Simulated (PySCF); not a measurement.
## Calculated properties of `C[SiH2]S[Si@@H](C)P`

C2H11PSSi2.
Structure used (GFN2-xTB), in Å, numbered top down from 1:
```
atom  x, y, z in Å
C1     3.4568    0.4603   -0.0406
Si2    1.7700   -0.3665   -0.2313
S3     0.3119    1.1109    0.3556
Si4   -1.5614    0.3760   -0.4215
C5    -1.7023   -1.5132   -0.2734
P6    -3.1666    1.2876    0.8505
H7     3.5712    1.2860   -0.7375
H8     4.2586   -0.2480   -0.2252
H9     3.5832    0.8590    0.9619
H10    1.6010   -1.5158    0.6544
H11    1.4858   -0.7412   -1.6151
H12   -1.5783    0.7640   -1.8389
H13   -2.6696   -1.8543   -0.6296
H14   -0.9339   -2.0153   -0.8532
H15   -1.6015   -1.8299    0.7614
H16   -2.7470    2.5913    0.6640
H17   -4.0848    1.3613   -0.1828
```

Among its groups: Si–H bond and C–Si bond.

GFN2-xTB geometry:

| Item | Value |
| --- | --- |
| Point group of the GFN2-xTB geometry | C1 |
| Rotational constants A, B, C of the GFN2-xTB geometry | 3.247, 0.675, 0.587 GHz |

**wB97X-D/def2-SVPD ground state and vertical TDDFT (core frozen in the response) (PySCF)**

| Item | Value |
| --- | --- |
| Dipole moment | 1.83 D |
| HOMO energy | -8.86 eV |
| LUMO energy | 1.69 eV |
| HOMO–LUMO gap | 10.55 eV |
| Lowest singlet excitation | 6.13 eV (202 nm, f = 0.014) |
| Strongest line among the 8 lowest singlet transitions | S7 at 7.21 eV (172 nm, f = 0.272) |
| Lowest triplet excitation (Tamm–Dancoff) | 5.74 eV |
| Static isotropic polarisability | 127.5 au |
| Electronic spatial extent ⟨r²⟩ about the centre of nuclear charge | 1937 bohr² |

Monoisotopic mass from the formula: 153.9858 u.

The principal polarisabilities are 102.0, 118.0 and 162.5 au; their mean is the isotropic value. The rotational constants make it an asymmetric top with κ = (2B − A − C)/(A − C) = -0.93, nearer the prolate limit (−1). The polarisability is 18.89 Å³ as a volume (1 au = 0.148185 Å³), or 1.55 au for each of the 82 electrons. The vertical singlet–triplet gap S1 − T1 is 0.39 eV (TDDFT singlet less Tamm–Dancoff triplet; S1: HOMO→LUMO, weight 0.70; T1: HOMO→LUMO, weight 0.60). The largest Löwdin shares of the HOMO are 0.64 on S3, 0.10 on Si4, 0.08 on Si2 and 0.05 on P6. S1 lies 4.42 eV below the HOMO–LUMO gap; its leading configuration is HOMO→LUMO, weight 0.70.

Isolated species at its GFN2-xTB geometry (one conformer only).

For the TDDFT job (wB97X-D/def2-SVPD), the run took 48 s wall on one thread, Arm Neoverse V1 (shared host).
